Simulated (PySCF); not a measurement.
## Spinor energies of In²⁹⁺ (indium, charge +29)

Start: [Ar] 3d2; 3d3/2 filled at m_j = +1/2, +3/2. Calculated with PySCF 2.14 in an uncontracted even-tempered set (16 s from 4.6 bohr⁻², ratio 2.8; 12 p from 6 bohr⁻², ratio 2.8; 8 d from 6 bohr⁻², ratio 2.8; 3 f from 19 bohr⁻², ratio 3): generalised Hartree-Fock with the X2C-1e Hamiltonian and a Gaussian nucleus; one run each with spin-orbit coupling (SO) switched off, then screened by Boettger's factors.

| spinor shell | electrons | ε, spin-free (eV) | ε, screened SO (eV) | weight of nominal j (screened SO) | rms radius, screened SO (bohr) |
| --- | --- | --- | --- | --- | --- |
| 1s1/2 | 2 | -29443.7 | -29440.8 | 1.000 | 0.0340 |
| 2s1/2 | 2 | -5625.3 | -5624.1 | 1.000 | 0.138 |
| 2p1/2 | 2 | -5185.0 | -5336.7 | 1.000 | 0.119 |
| 2p3/2 | 4 | -5185.0 | -5114.4 | 1.000 | 0.124 |
| 3s1/2 | 2 | -1979.6 | -1979.3 | 1.000 | 0.345 |
| 3p1/2 | 2 | -1828.3 | -1867.8 | 0.991 | 0.335 |
| 3p3/2 | 4 | -1828.3 | -1809.7 | 0.996 | 0.344 |
| 3d3/2 | 2 | -1657.0 | -1661.1 | 0.977 | 0.303 |

```
   quantity    spin-free  screened SO
E (hartree)  -5304.88217  -5306.54199
        M_J            2            2
       ⟨J²⟩        8.001        6.145
       ⟨L²⟩       12.001       10.769
       ⟨S²⟩        2.000        1.638
```

Each row is a mean over spinors that exchange with the open shell spreads, by up to 19.319 eV (3p1/2).

⟨J²⟩ departs a little from M_J(M_J + 1) because the unrestricted spinors polarise the closed shells.

Breit and QED terms are absent; they matter most for the inner s and p1/2 levels.

Densities and radii are taken from the X2C orbitals without a picture-change correction, which distorts them close to the nucleus.

Without spin-orbit coupling the j labels of p, d and f shells carry no meaning; the spin-free column gives the mean over the occupied spinors of each nl shell, and its ⟨J²⟩ belongs to a mixture of degenerate components.
